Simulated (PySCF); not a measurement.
## [CeSF]+ at several levels of theory

Computed with PySCF 2.14.0 (density fitting, no spin-orbit coupling) at the geometry relaxed with PBE0:

```xyz
3
[CeSF]+ (singlet)
Ce   -0.1867    0.0000   -0.5294
S     1.6249    0.0000    0.8386
F    -1.6946    0.0000    0.7526
```

| level | basis | state | HOMO (eV) | gap (eV) | charge on Ce1 (e) | population of f-type functions on Ce1 (polarisation alone where 4f lies in the core) | dipole about the centre of mass (D) | largest force component (eV/Å) |
| --- | --- | --- | --- | --- | --- | --- | --- | --- |
| PBE0 | Ce lcecp-2-SVP with ECP46, S def2-SVP, F def2-SVP | singlet | – | – | 1.44 | 0.11 | 6.34 | 0.01 |
| r2SCAN | the same | singlet | – | – | 1.42 | 0.10 | 6.23 | 0.54 |
| PBE0 | Ce lcecp-2-TZVP with ECP46, S def2-TZVP, F def2-TZVP | singlet | – | – | 1.60 | 0.13 | 6.20 | 0.09 |

In the lcecp rows the 4f levels are missing from HOMO and gap, and the state counts the valence alone.

Charges are Mulliken's, which hang on the basis. The relaxation used the grid (50, 194), these runs (75, 302) or, all-electron (x2c bases, spin-free X2C Hamiltonian), (99, 590).

Problem. What does TPSS with Ce lcecp-2-SVP with ECP46, S def2-SVP, F def2-SVP give here?

Solution. state singlet, charge on Ce1 (e) 1.39, population of f-type functions on Ce1 (polarisation alone where 4f lies in the core) 0.10, dipole about the centre of mass (D) 6.07, largest force component (eV/Å) 0.84. Time: 2.6 s on 2 threads of Arm Neoverse V1, on a shared host, from an already converged density.
